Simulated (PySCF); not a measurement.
C₂Ni, SMILES [C]1[C][Ni]1 (connectivity only; charge and spin as stated), neutral, multiplicity 3.

The structure is a stationary point at PBE-D3(BJ)/def2-TZVP. The multiplicity is an assumed one; other spin states were not compared.

Calculation: PBE-D3(BJ)/def2-TZVP run with PySCF.

Frequencies are harmonic and unscaled.

```csv
mode,ν (cm⁻¹),IR (km/mol),moving atoms (share of kinetic energy)
1,439,2.6,C 95 %
2,564,10.9,"C 71 %, Ni 29 %"
3,1513,7.2,C 100 %
```
